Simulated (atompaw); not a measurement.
# How hard is this potassium PAW (atompaw) potential?

* Element: K
* Generator: atompaw 4.2.0.5
* Type: PAW
* Functional: LDA (PW92)
* Relativity: scalar-relativistic
* Frozen core: [Ne]
* Valence charge: 9
* Reference configuration: 3s2 3p6 4s1 4p0
* Partial waves: 3s (bound): rc 1.70 bohr; 4s (bound): rc 2.25 bohr; 3p (bound): rc 2.20 bohr; 4p (bound, empty): rc 2.25 bohr; 3d channel at 0.25 Ry: rc 2.25 bohr; 3d channel at 2.05 Ry: rc 2.00 bohr
* Local potential: vpsmatchnc scheme with l = 3 at 0.5 Ry, radius 1.80 bohr
* Core correction: smooth core density matched at 1.90 bohr
* Augmentation charge: sinc compensation charge, radius 2.15 bohr; PAW radius 2.25 bohr; waves and projectors: custom polynom2 7 10 vanderbiltortho

The pseudo-atom Hamiltonian at the reference potential is diagonalised in spherical Bessel functions j_l(qr) that vanish at 20 bohr, with q² up to the cutoff. All-electron valence levels (Ry): 3s -2.5858, 4s -0.1784, 3p -1.3846, 4p -0.0616.

Problem. How do the lowest levels (Ry) of each channel move with the cutoff, and are there ghosts?

Solution.

```csv
cutoff (Ry),s #1,s #2,p #1,p #2,p #3,d #1,d #2,f #1,Σ f·Δε (mRy)
8,-2.5406,-0.1782,-1.3392,-0.0605,0.0524,0.0125,0.0849,0.0872,363.0
10,-2.5728,-0.1782,-1.3769,-0.0612,0.0519,0.0111,0.0819,0.0872,72.8
12,-2.5825,-0.1782,-1.3832,-0.0612,0.0519,0.0106,0.0808,0.0872,15.5
15,-2.5851,-0.1783,-1.3835,-0.0613,0.0519,0.0106,0.0806,0.0872,8.1
21,-2.5858,-0.1784,-1.3843,-0.0614,0.0518,0.0105,0.0806,0.0872,1.8
25,-2.5858,-0.1784,-1.3846,-0.0614,0.0518,0.0105,0.0805,0.0872,0.4
30,-2.5858,-0.1784,-1.3846,-0.0614,0.0518,0.0105,0.0805,0.0872,0.3
35,-2.5858,-0.1784,-1.3846,-0.0614,0.0518,0.0105,0.0805,0.0872,0.3
400,-2.5858,-0.1784,-1.3846,-0.0614,0.0518,0.0105,0.0805,0.0872,0.0
```

Result: no extra level below or beside the all-electron valence levels (s, p, d, f tested); 10 mRy is reached at 15 Ry and 1 mRy at 25 Ry.
